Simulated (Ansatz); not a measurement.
Hg₃H₁₂Se₃⁺. The state is a doublet with charge 1. Geometry PBE-D4/def2-SVP, that of the neutral singlet; atoms count from 1.

```xyz
18

Hg   -1.251   -2.987    2.303
Hg    2.392   -0.737   -3.082
Hg   -1.147    3.724    0.779
Se   -1.434    0.441    1.844
Se    0.759    1.792   -1.373
Se    0.696   -2.230   -0.458
H    -2.590   -3.223    1.334
H     0.058   -2.820    3.325
H     1.080   -0.946   -4.093
H     3.759   -0.546   -2.144
H    -2.486    3.559   -0.204
H     0.165    3.975    1.780
H    -2.906    0.504    2.019
H    -1.219    0.763    3.276
H     0.218    2.424   -2.601
H     1.921    2.714   -1.373
H     0.143   -3.327   -1.290
H     1.840   -3.079   -0.043
```

In the def2 sets Hg takes a core potential; there is no spin–orbit coupling. In the doublet geometry the species has come apart into loosely held pieces.

Problem. Estimate the Mulliken populations from the PBE0/def2-SVP orbitals of Ansatz.

Solution. 
```tsv
atom	charge (e)	spin (α − β)	d electrons
Hg1	0.18	0.06	9.83
Hg2	0.18	0.06	9.83
Hg3	0.17	0.00	9.84
Se4	0.02	0.23	–
Se5	0.02	0.23	–
Se6	0.06	0.30	–
H7	-0.08	0.03	–
H8	-0.09	0.01	–
H9	-0.09	0.01	–
H10	-0.09	0.02	–
H11	-0.08	0.05	–
H12	-0.08	0.05	–
H13	0.14	-0.01	–
H14	0.14	-0.01	–
H15	0.14	-0.01	–
H16	0.14	-0.01	–
H17	0.15	-0.01	–
H18	0.15	-0.01	–
```
Mulliken values and Mayer orders depend strongly on the basis.

Problem. Where does the spin sit?

Solution. Summed by element: Hg 0.12, Se 0.76, H 0.12, of 1 unpaired in all. Largest on single atoms: Se6 0.30, Se5 0.23, Se4 0.23.
